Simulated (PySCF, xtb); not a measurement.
CH6ClFOSi2, SMILES C[SiH2][Si@](O)(F)Cl.

Geometry optimised at B3LYP-D3(BJ)/def2-SVP. The structure was generated by enumeration; whether it is a known compound was not checked. The values are those of a single conformer.

These are C-PCM-PBE0/def2-SVP (PySCF) values and carry that method's errors.

The values are the electrostatic part of the solvation free energy, E(continuum) − E(gas) at the gas-phase geometry, in a cavity of scaled van der Waals radii (PySCF's table); cavitation and dispersion terms are not included. In vacuum the orbital gap is 8.56 eV. The dipole moment in vacuum is 1.68 D.

Problem. Estimate the values in water (ε = 78.36), diethylether (ε = 4.24), acetone (ε = 20.49). (Estimate from the structure and the level; the computed values follow.)

Solution. 
| solvent | ε | ΔG(elec) (kcal/mol) | dipole (D) | gap (eV) |
|---|---|---|---|---|
| water | 78.36 | -5.2 | 2.04 | 8.63 |
| diethylether | 4.24 | -4.0 | 1.94 | 8.62 |
| acetone | 20.49 | -5.0 | 2.02 | 8.63 |

For comparison, GFN2-xTB/ALPB(water) (xtb, at the GFN2-xTB geometry, all terms of that model) gives -5.9 kcal/mol.
